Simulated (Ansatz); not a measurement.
The same ligand exchange along the group F, Cl, Br.

Isolated molecules relaxed with PBE0-D4/def2-TZVP in Ansatz; ΔE leaves out vibrations. CCSD(T)/CBS adds triple-zeta CCSD(T) − MP2 to the extrapolated MP2 energy (def2 sets, frozen cores). This one scheme is used for every species. DFT in def2-TZVPP. For Br outer-core shells are correlated without core-valence functions, which leaves a few kJ/mol of doubt a bond. Scalar relativity is left out up to krypton. Each species was taken in one conformer, which may not be the lowest.

```tsv
reaction	r2SCAN-D4 (kJ/mol)	CCSD(T)/CBS(def2) (kJ/mol)
`C[Si]F` + CH₃OH → `CO[Si]C` + H–F	31	28
`C[Si]Cl` + CH₃OH → `CO[Si]C` + HCl	0	-1
`C[Si]Br` + CH₃OH → `CO[Si]C` + HBr	1	1
```

Largest T1 diagnostic: 0.014, for `CO[Si]C`.
